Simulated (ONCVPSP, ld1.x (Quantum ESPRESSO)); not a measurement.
## Potentials for aluminium compared

Generated with ld1.x 7.5 (TM, RRKJ, ultrasoft, PAW), atompaw 4.2 or ONCVPSP 4.0.1. The cutoff is in Ry: for ld1.x and atompaw files where the sum of valence levels is converged to 10 mRy in a Bessel basis, for ONCV files where the hardest occupied wave has 1 mHa per electron of residual kinetic energy. The error is the largest all-electron minus pseudo excitation energy over each file’s own four to seven test configurations (ionisations up to +4, promotions, holes and added fractions of an electron), all of which were solved. The labels leave out finer settings (local radius, basis sizes, second energies), which also bear on the numbers. Spin-polarised tests are not counted. The rows are a selection from randomly drawn settings: files with unsolved tests, undetermined cutoffs or missed reference levels are left out.

| potential | cutoff (Ry) | largest error (meV) | bound ghosts |
| --- | --- | --- | --- |
| ONCV, PBEsol, scalar-relativistic, rc 1.95/2.95 (sp), local s, core correction yes, reference 3s2 3p1, qcut 3.1/2.8, projectors 0/1 | 11 | -29 | none |
| ONCV, PBE, scalar-relativistic, rc 1.65/2.55/1.65 (spd), local d, core correction yes, reference 3s2 3p1, qcut 3.1/3.8/5.6, projectors 1/2/0 | 11 | +38 | none |
| TM, PBE, non-relativistic, rc 2.05/2.40 (sp), local p, core correction no, reference 3s2 3p0.5 | 10 | +28 | none |
| ONCV, LDA (Perdew-Wang 92), scalar-relativistic, rc 1.80/2.10 (sp), local smoothed, core correction yes, reference 3s1.5 3p1.5, qcut 3.2/3.2, projectors 1/1 | 12 | +53 | none |

(1) Fill in the row for Al: TM, LDA (PZ), scalar-relativistic, rc 1.55/2.75/2.45 (spd), local smoothed, core correction yes, reference 3s1.75 3p1.25.

## Answers

(1) cutoff 21 Ry, largest error +17 meV, bound ghosts: none.
